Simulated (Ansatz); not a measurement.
Geometry optimisation, RHF/def2-SVP (Ansatz 0.2.0).

input.yaml

```yaml
crystal:
  periodic: [false, false, false]
  atoms:
    - { symbol: Ge, position_ang: [0.083415, 0.0, 0.215285] }
    - { symbol: H, position_ang: [0.211009, 0.0, 1.729419] }
    - { symbol: Cl, position_ang: [2.256643, 0.0, 0.092659] }
    - { symbol: Cl, position_ang: [-0.775634, 1.733011, -0.664782] }
    - { symbol: Cl, position_ang: [-0.775634, -1.733011, -0.664782] }
basis:
  gaussian: { orbitals: def2-SVP }
hamiltonian:
  xc: hf
relax:
  f_tol: 0.03
  max_steps: 50
```

Command:

```bash
$ ansatz run input.yaml --threads 1 --pin off --max-ram 2048MiB --backend cpu --events-out ev --progress --plain --runs-dir out
```

Problem. Where does it end, and by what steps?

Solution. It converged. After 4 steps the energy has fallen by 0.344 eV; H2 moved furthest, 0.28 Å.

```csv
step,energy less start (eV),largest force component (eV/Å),accepted
0,0.0000,1.378,yes
1,-0.2983,0.533,yes
2,-0.3348,0.512,yes
3,-0.3441,0.064,yes
4,-0.3443,0.010,yes
```

```xyz
5
Properties=species:S:1:pos:R:3
Ge 0.177 0.000 0.285
H -0.067 0.000 1.777
Cl 2.273 0.000 -0.129
Cl -0.691 1.734 -0.612
Cl -0.691 -1.734 -0.612
```

Whether the end is a true minimum wasn't checked by a vibrational analysis.

The run took 12 s on 1 thread of Arm Neoverse V1, on a shared host, peak memory 0.19 GiB.
